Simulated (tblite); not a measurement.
Species: C₄H₃Cl₃FO (doublet state).
Z-matrix (Å and degrees, GFN2-xTB geometry), rows numbered from 1:
```
O 
C   1  1.2845
C   2  1.3124  1  143.24
C   3  1.5084  2  121.24  1   174.44
F   4  1.3759  3  110.90  2   -90.91
C   3  1.5191  2  123.85  1    -7.65
Cl  6  1.7868  3  110.71  2   132.57
Cl  6  1.7956  3  110.06  2  -107.92
Cl  6  1.7744  3  112.57  2    12.08
H   1  0.9815  2  115.76  3   -20.42
H   4  1.0923  3  110.35  2    26.81
H   4  1.0935  3  111.50  2   150.39
```

The geometry is computed with GFN2-xTB (gas phase). This method treats the open shell by occupation alone, without spin polarisation.

Take the most abundant isotopes and a rigid rotor. The values belong to one conformer with, in the numbering `[OH:1]/[C:2]=[C:3](/[CH2:4][F:5])[C:6]([Cl:7])([Cl:8])[Cl:9]`, H–O1–C2–C3 -20°, C2–C3–C4–F5 -91°.

(1) Give the principal moments of inertia and the rotational constants in GHz.

(2) What kind of rotor is it?

(3) Is it planar, by Δ = Ic − Ia − Ib?

(4) Give the other two planar moments, Paa and Pbb, and the rms extents of the mass along the axes.

(5) Give the coordinates in the principal-axis frame, origin at the centre of mass.

(6) Estimate the classical rotational partition function at 50 K, 100 K and 200 K.

Results:

(1) Ia = 493.69, Ib = 530.52, Ic = 708.57 u·Å²; 505379 MHz·u·Å²/I gives 1024, 952.6 and 713.2 MHz, that is A = 1.0237, B = 0.9526, C = 0.7132 GHz.

(2) An asymmetric top; Ray's κ = 0.542.

(3) Not planar: Δ = Ic − Ia − Ib = -315.63 u·Å². For a rigid frame Δ = −2 Σ m c², so Σ m c² = 157.82 u·Å² lies off the ab plane: 3.94 from hydrogen and 153.87 from heavier atoms. The atom farthest from that plane is 1.50 Å away.

(4) Paa = Σ m a² = (Ib + Ic − Ia)/2 = 372.71 and Pbb = Σ m b² = (Ia + Ic − Ib)/2 = 335.87 u·Å². With the mass M = 190.92 u, the rms extents √(P/M) along a, b and c are 1.40, 1.33, 0.91 Å.

(5) The sense of each axis is arbitrary; atoms in the order of the calculation.
| atom | mass (u) | a (Å) | b (Å) | c (Å) |
| --- | --- | --- | --- | --- |
| O1 | 15.995 | -0.508 | -2.895 | -0.005 |
| C2 | 12.000 | 0.391 | -2.035 | -0.325 |
| C3 | 12.000 | 0.658 | -0.750 | -0.343 |
| C4 | 12.000 | 2.017 | -0.239 | -0.751 |
| F5 | 18.998 | 2.844 | -0.118 | 0.341 |
| C6 | 12.000 | -0.357 | 0.329 | -0.008 |
| Cl7 | 34.969 | 0.338 | 1.519 | 1.130 |
| Cl8 | 34.969 | -0.844 | 1.201 | -1.500 |
| Cl9 | 34.969 | -1.830 | -0.327 | 0.734 |
| H10 | 1.008 | -1.179 | -2.590 | 0.643 |
| H11 | 1.008 | 2.500 | -0.945 | -1.430 |
| H12 | 1.008 | 1.951 | 0.753 | -1.206 |

(6) Point group C1, symmetry number σ = 1; q = (√π/σ)·√((kT/h)³/(ABC)), k/h = 20836.6 MHz/K: 71500 at 50 K, 202000 at 100 K, 572000 at 200 K.

For this open shell read J as N, the rotation without spin; fine and hyperfine splittings come on top. Its GFN2-xTB frequencies are all real (lowest 28 cm⁻¹). Zero-point vibration and centrifugal distortion are left out.

The run took 1.1 s on one thread, Arm Neoverse V1 (aarch64), on a shared host. That covers the optimisation of the geometry.
